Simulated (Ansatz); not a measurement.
Two isomers of C2H8BNSi: A = `C=C[SiH2]BN`, B = `B[SiH](C)N=C`.

Gas-phase electronic energies from Ansatz, PBE0-D4/def2-TZVP geometries. CCSD(T)/CBS is the MP2 limit (def2-TZVPP, def2-QZVPP) plus CCSD(T) − MP2 in def2-TZVPP, frozen cores. Functionals use def2-TZVPP. B3LYP here is the variant with VWN-RPA as its local correlation; programs differ in this. Each species was taken in one conformer, which may not be the lowest.

Task: Which isomer does CCSD(T)/CBS put lower? Give the gap. (Estimate.)

Result: The calculation gave: A, by 31.1 kcal/mol.

Task: Give E(B) − E(A) in kcal/mol with CCSD(T)/def2-TZVPP, B3LYP-D4, r2SCAN-D4, PBE0-D4, MP2/def2-TZVPP, B2PLYP, PBE-D4. (An estimate is asked.)

Result: Computed: CCSD(T)/def2-TZVPP 30.6, B3LYP-D4 30.6, r2SCAN-D4 31.1, PBE0-D4 31.9, MP2/def2-TZVPP 30.7, B2PLYP 30.6, PBE-D4 32.4. None reverses the order clearly.

Largest T1 diagnostic: 0.013.

In def2-TZVPP, CCSD(T) changes the Hartree–Fock value by +4.3 kcal/mol (the triples alone add +0.6 kcal/mol) and MP2 by +4.4 kcal/mol.
